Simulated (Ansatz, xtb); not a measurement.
**C4H7BF2O2: which of two structures lies lower**

Structure I: a singlet given by its coordinates. Structure II: `C[C@H](CB(F)F)C(=O)O`, a singlet. Both are isolated molecules in the gas phase, relaxed with B3LYP-D3(BJ)/def2-SVP; the shapes shown needn't be the lowest conformers.

I (Å):

```yaml
atoms:
  - { symbol: C, position_ang: [0.8758, 0.3854, -2.0019] }
  - { symbol: C, position_ang: [0.8240, 0.5421, -0.5141] }
  - { symbol: C, position_ang: [0.7244, -0.6067, 1.6128] }
  - { symbol: C, position_ang: [0.0581, 0.6152, 2.2030] }
  - { symbol: B, position_ang: [0.8083, 1.9318, 1.6714] }
  - { symbol: F, position_ang: [2.1322, 2.0076, 2.0259] }
  - { symbol: F, position_ang: [0.1351, 3.1104, 1.7496] }
  - { symbol: O, position_ang: [0.8979, 1.6661, 0.0045] }
  - { symbol: O, position_ang: [0.7238, -0.5799, 0.1406] }
  - { symbol: H, position_ang: [0.3023, -0.4946, -2.3198] }
  - { symbol: H, position_ang: [1.9279, 0.2358, -2.2961] }
  - { symbol: H, position_ang: [0.5083, 1.3000, -2.4828] }
  - { symbol: H, position_ang: [1.7826, -0.6727, 1.9101] }
  - { symbol: H, position_ang: [0.2316, -1.5617, 1.8400] }
  - { symbol: H, position_ang: [0.1472, 0.5567, 3.3005] }
  - { symbol: H, position_ang: [-1.0183, 0.6227, 1.9621] }
```

Close contacts (Å): C1–C2 1.50, C2–O8 1.24, C2–O9 1.30, C3–C4 1.51, C3–O9 1.47, C4–B5 1.61, B5–F6 1.37, B5–F7 1.36, B5–O8 1.69, C1–H10 1.10, C1–H11 1.10, C1–H12 1.10, C3–H13 1.10, C3–H14 1.10, C4–H15 1.10, C4–H16 1.10.

II (Å):

```xyz
16

C     0.2568   -0.9007   -1.2970
C     0.7747   -0.6312    0.1136
C    -0.2445    0.0836    1.0252
C     2.0852    0.1376    0.0727
B     0.2781    0.3002    2.4912
F     0.1604    1.4585    3.1264
F     0.7285   -0.7238    3.2084
O     2.8063    0.2846   -0.8776
O     2.3827    0.6563    1.2932
H    -0.0172    0.0405   -1.7988
H     1.0220   -1.3949   -1.9115
H    -0.6361   -1.5426   -1.2595
H     1.0348   -1.5953    0.5906
H    -1.1585   -0.5351    1.0786
H    -0.5434    1.0447    0.5758
H     3.2307    1.1278    1.2289
```

Task: Which of the two would you expect CCSD(T)/def2-SVP + ΔMP2/def2-TZVPP electronic energies to favour?

Result: Structure II; the calculation gives E(II) − E(I) = −3.3 kcal/mol.

The same difference at several levels:

```tsv
level	geometry	E(II) − E(I) (kcal/mol)	departure from the last row (kcal/mol)	job, with rough time for the two
GFN2-xTB	GFN2-xTB	+8.3	+11.7	optimisation, 0.57 s
HF/STO-3G	GFN2-xTB	+7.4	+10.7	single point, 0.34 s
r2SCAN-D4/def2-SVP	GFN2-xTB	+0.2	+3.5	single point, 2 s
B3LYP-D3(BJ)/def2-SVP	B3LYP-D3(BJ)/def2-SVP	−1.4	+1.9	optimisation, 80 s
HF/def2-SVP	B3LYP-D3(BJ)/def2-SVP	−2.7	+0.6	part of the CCSD(T) run
MP2/def2-SVP	B3LYP-D3(BJ)/def2-SVP	−6.3	−2.9	part of the CCSD(T) run
CCSD(T)/def2-SVP	B3LYP-D3(BJ)/def2-SVP	−4.4	−1.1	single point
CCSD(T)/def2-SVP + ΔMP2/def2-TZVPP	B3LYP-D3(BJ)/def2-SVP	−3.3		single point, 73 s
```

GFN2-xTB, HF/STO-3G put the two in the other order. r2SCAN-D4/def2-SVP finds them nearly level. The largest departure from CCSD(T)/def2-SVP + ΔMP2/def2-TZVPP is that of GFN2-xTB, 11.7 kcal/mol. The last row adds to CCSD(T) the change of the MP2 difference between the two basis sets, here +1.1 kcal/mol.

With thermal terms from frequencies at re-optimised GFN2-xTB minima (ideal gas, soft modes damped towards free rotors, one conformer each, 298.15 K, 1 atm): the zero-point term adds −0.2 kcal/mol; ΔH is −3.2 and ΔG −4.0 kcal/mol.

The correlated steps freeze 9 core orbitals. Mirror images aren't counted in ΔG. Run with Ansatz 0.2.0, xtb 6.7.1; the last row on 4 threads of AMD EPYC 9R45 96-Core Processor (Zen 5) on a shared host.
